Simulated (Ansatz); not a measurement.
Reaction (hydrogenolysis of a Ge–O bond): `[CH3][Ge]([NH2])([OH])[F]` + H₂ → `[CH3][GeH]([NH2])[F]` + H₂O

Isolated molecules relaxed with PBE0-D4/def2-TZVP in Ansatz; ΔE leaves out vibrations. CCSD(T)/CBS adds triple-zeta CCSD(T) − MP2 to the extrapolated MP2 energy (def2 sets, frozen cores). This one scheme is used for every species. Functionals use def2-TZVPP. B3LYP here is the variant with VWN-RPA as its local correlation; programs differ in this. For Ge outer-core shells are correlated without core-valence functions, which leaves a few kJ/mol of doubt a bond. Scalar relativity is left out up to krypton. Each species was taken in one conformer, which may not be the lowest.

| level | ΔE (kJ/mol) | difference from CCSD(T)/CBS |
| --- | --- | --- |
| PBE-D4 | 23.2 | -2.8 |
| r2SCAN-D4 | 31.7 | 5.7 |
| PBE0-D4 | 21.6 | -4.4 |
| B3LYP-D4 | 26.7 | 0.7 |
| ωB97X-V | 28.1 | 2.1 |
| ωB97M-V | 27.1 | 1.1 |
| B2PLYP | 26.6 | 0.6 |
| PBE | 19.4 | -6.6 |
| r2SCAN | 30.7 | 4.7 |
| PBE0 | 18.3 | -7.7 |
| B3LYP | 20.7 | -5.3 |
| HF/def2-TZVPP | 21.1 | -4.9 |
| MP2/def2-TZVPP | 33.0 | 7.0 |
| SCS-MP2/def2-TZVPP | 31.0 | 5.0 |
| CCSD/def2-TZVPP | 25.5 | -0.5 |
| CCSD(T)/def2-TZVPP | 28.6 | 2.6 |
| HF/def2-QZVPP | 20.8 | -5.2 |
| MP2/def2-QZVPP | 31.4 | 5.4 |
| SCS-MP2/def2-QZVPP | 29.5 | 3.5 |
| HF/CBS(def2) | 20.8 | -5.2 |
| MP2/CBS(def2) | 30.4 | 4.4 |
| CCSD/CBS(def2) | 22.9 | -3.1 |
| CCSD(T)/CBS | 26.0 | 0 |

Largest T1 diagnostic among the species: 0.011.

The D4 term adds +6.1 kJ/mol with B3LYP and +3.3 kJ/mol with PBE0; it sums over pairs of atoms, weighted by their polarisabilities, and B3LYP, whose exchange is more repulsive, gets the larger term. In def2-TZVPP, CCSD(T) changes the Hartree–Fock value by +7.4 kJ/mol (the triples alone add +3.1 kJ/mol) and MP2 by +11.9 kJ/mol.
